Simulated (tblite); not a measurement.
Species: C₁₁H₉NSi.
InChI=1S/C11H9NSi/c1-2-4-10-8(3-1)9-5-6-12-7-11(9)13-10/h1-7H,13H2

Method: GFN2-xTB as coded in tblite; computed harmonic values from a numerical Hessian at the method's own geometry, unscaled. This tight-binding method is rough: wavenumbers can miss measured ones by several per cent, in bad cases by 10 to 20. Modes of hydrogen on silicon can be 10 to 20 % off.

Harmonic wavenumbers (cm⁻¹): 80.6, 98.1, 159.8, 208.1, 228.8, 336.3, 362.9, 371.5, 377.9, 405.7, 450.3, 472.1, 512.4, 516.8, 553.9, 594.1, 637.3, 680.0, 690.9, 711.8, 715.2, 762.7, 772.1, 772.3, 819.1, 879.8, 897.1, 915.2, 917.3, 929.8, 991.3, 1071.5, 1084.8, 1107.3, 1127.9, 1166.5, 1185.5, 1185.9, 1243.9, 1253.7, 1275.1, 1291.1, 1329.7, 1383.1, 1414.6, 1437.1, 1450.6, 1549.3, 1569.4, 1572.1, 1590.0, 2258.2, 2264.8, 3044.8, 3050.2, 3065.4, 3070.5, 3079.1, 3084.4, 3088.1.

A = 1524, B = 572.8, C = 418.3 MHz; mass 183.050 u (most abundant isotopes); point group Cs, symmetry number 1.

Q: What is the zero-point energy?

A: ½Σν̃ = 35058 cm⁻¹ = 100.24 kcal/mol.

Q: Entropy at 298.15 K, 1 bar (ideal gas, RRHO, classical rotation)?

A: Translation 41.55, rotation 31.15, vibration 26.97: S = 99.7 cal/(mol K).

Q: And Cp and H(298.15 K) − H(0)?

A: Cp = 45.38 cal/(mol K), of which vibrations give 37.43 (their classical limit is 60 R = 119.2); H(298.15 K) − H(0) = 7.19 kcal/mol without the zero-point energy, 4.82 from vibrations.

Q: Blend soft modes into free rotors: weight 1/[1 + (100 cm⁻¹/ν̃)⁴] for the oscillator and the rest for a rotor with moment μB/(μ + B), μ = h/(8π²ν), B = 10⁻⁴⁴ kg m². What vibrational entropy results?

A: 26.09 cal/(mol K) in place of 26.97, which changes −T·S at 298.15 K by +0.26 kcal/mol.

Q: Which modes carry the vibrational entropy at 298.15 K?

A: 80.6 cm⁻¹: 3.88; 98.1 cm⁻¹: 3.49; 159.8 cm⁻¹: 2.55; 208.1 cm⁻¹: 2.06; 228.8 cm⁻¹: 1.89; 336.3 cm⁻¹: 1.23 cal/(mol K); the other 54 give 11.87 together.

Hindered rotation and anharmonicity are outside this model.

Hardware: one thread of an Arm Neoverse V1, on a shared host. Cost: 1.4 s. The figure is for the frequency step alone.
